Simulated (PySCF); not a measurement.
An unknown gives this computed stick spectrum. Method: TDDFT CAM-B3LYP/def2-SVPD, vertical, gas phase, core orbitals frozen in the response in PySCF. Geometries: GFN2-xTB, one conformer each.

```
state  E (eV)       f  main configurations (H = HOMO, L = LUMO)
   S1    4.70   0.098                                 H→L (91%)
   S2    4.97   0.083                  H-1→L (83%), H→L+3 (10%)
   S3    5.27  0.0003       H→L+1 (69%), H→L+2 (8%), H-2→L (8%)
   S4    5.32  0.0056                               H-2→L (89%)
   S5    5.69  0.0000                             H-1→L+1 (76%)
   S6    6.05  0.0048                   H→L+2 (77%), H→L+1 (9%)
   S7    6.18   0.221                 H→L+3 (78%), H-1→L+3 (9%)
   S8    6.47  0.0041               H-1→L+2 (76%), H-1→L+1 (8%)
```

Orbital energies (eV): HOMO-3 -10.68, HOMO-2 -8.95, HOMO-1 -8.03, HOMO -7.52, LUMO -0.08, LUMO+1 0.93, LUMO+2 1.21.

Problem. Which structure fits? All have the formula C6H9PS.
A. `CC1=C[P@H](=S)C(C)=C1`
B. `C#CP1CCSCC1`
C. `C#CC[P@](C)(=S)C=C`
D. `Cc1pc(C)c(C)s1`

Solution. D. Its S1 lies at 4.70 eV; the nearest of the others has S1 at 5.20 eV. S1 is HOMO→LUMO (91%). Löwdin shares by element: HOMO carbon 54% or more, phosphorus 24% (atoms not listed hold the other 22%); LUMO carbon 33% or more, phosphorus 27%, sulfur 22% (atoms not listed hold the other 18%). At the same level the other candidates give, for their lowest levels:
- `C#CC[P@](C)(=S)C=C`: 5.20 eV (f 0.001); 5.30 eV (f 0.017); 5.90 eV (f 0.040); 5.98 eV (f 0.030); 6.34 eV (f 0.040); T1 4.38 eV; HOMO -7.78, LUMO 0.31 eV
- `C#CP1CCSCC1`: 5.37 eV (f 0.006); 5.45 eV (f 0.004); 5.88 eV (f 0.057); 6.14 eV (f 0.026); 6.44 eV (f 0.000); T1 4.80 eV; HOMO -7.60, LUMO 1.00 eV
- `CC1=C[P@H](=S)C(C)=C1`: 3.80 eV (f 0.002); 4.02 eV (f 0.016); 4.53 eV (f 0.055); 5.90 eV (f 0.001); 6.01 eV (f 0.003); T1 2.66 eV; HOMO -7.73, LUMO -0.82 eV
Triplets come from the Tamm–Dancoff approximation.
